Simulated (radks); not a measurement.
Results of a calculation; reference values are marked as such.
Problem. Valence configurations of Kr III (all share [Ar]). Level of theory: Dirac Kohn-Sham, PBEsol, spin-unpolarised, spherical densities, finite nucleus; open shells fill j = l - 1/2 first; Fermi nuclear charge, rms radius 4.1884 fm (a radial shooting solver on a logarithmic mesh with Libxc functionals). Order these by energy: 3d10 4s2 4p4; 3d10 4p6; 3d9 4s2 4p5; 3d9 4s1 4p6; 3d8 4s2 4p6; 3d10 4s1 4p5.

Solution. From the lowest, in eV above it: 3d10 4s2 4p4 0.000; 3d10 4s1 4p5 15.411; 3d10 4p6 30.957; 3d9 4s2 4p5 81.314; 3d9 4s1 4p6 97.579; 3d8 4s2 4p6 174.65. NIST lists [Ar] 3d10 4s2 4p4 as the ground configuration; this level of theory agrees among the configurations tried. The energies are those of spherical spin-averaged densities, not of single terms.
